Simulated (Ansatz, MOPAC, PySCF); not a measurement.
Torsion H4–S1–Si2–Cl3 in ClHSSi (SMILES S[Si]Cl); at each angle all else is relaxed with GFN2-xTB, and the levels are single points there.
Geometry at 180° (charge 0, multiplicity 1):
```xyz
4

S     -1.2210     0.5228     0.4754
Si     0.7777     0.8211    -0.3533
Cl     1.3313     2.4940     0.6777
H     -1.4829    -0.5609    -0.2439
```

On the grid 0° to 330°, 270° is the highest and 180° the lowest point at CCSD(T)/CBS(cc-pV(T+d)Z, cc-pV(Q+d)Z).

Correlated levels freeze the cores. Rows in 3-21G, 6-311+G**, 6-31G* carry no dispersion term and start afresh at each structure (6-31G* with six Cartesian d functions). MP2/6-31G* freezes PySCF's default core. The state reached by AM1 isn't checked.

Programs: Ansatz (a quantum-chemistry and plane-wave program) with Gaussian orbitals; MOPAC for AM1 (differences of heats of formation); PySCF for 3-21G rows, 6-311+G** rows, 6-31G* rows. Each number belongs to the level named beside it.

```json
[
 {"level": "AM1", "energy at 270° less that at 180° (kJ/mol)": "36.9"},
 {"level": "HF/3-21G", "energy at 270° less that at 180° (kJ/mol)": "42.3"},
 {"level": "PBE/def2-TZVPP", "energy at 270° less that at 180° (kJ/mol)": "50.0"},
 {"level": "B3LYP/6-311+G**", "energy at 270° less that at 180° (kJ/mol)": "49.1"},
 {"level": "PBE0/def2-TZVPP", "energy at 270° less that at 180° (kJ/mol)": "49.7"},
 {"level": "MP2/6-31G*", "energy at 270° less that at 180° (kJ/mol)": "___"},
 {"level": "MP2/cc-pV(T+d)Z", "energy at 270° less that at 180° (kJ/mol)": "49.8"},
 {"level": "CCSD/cc-pV(D+d)Z", "energy at 270° less that at 180° (kJ/mol)": "49.5"},
 {"level": "CCSD(T)/cc-pV(T+d)Z", "energy at 270° less that at 180° (kJ/mol)": "48.2"}
]
```

Q: What belongs in the gaps?

A: 
- MP2/6-31G*, energy at 270° less that at 180° (kJ/mol): 53.7
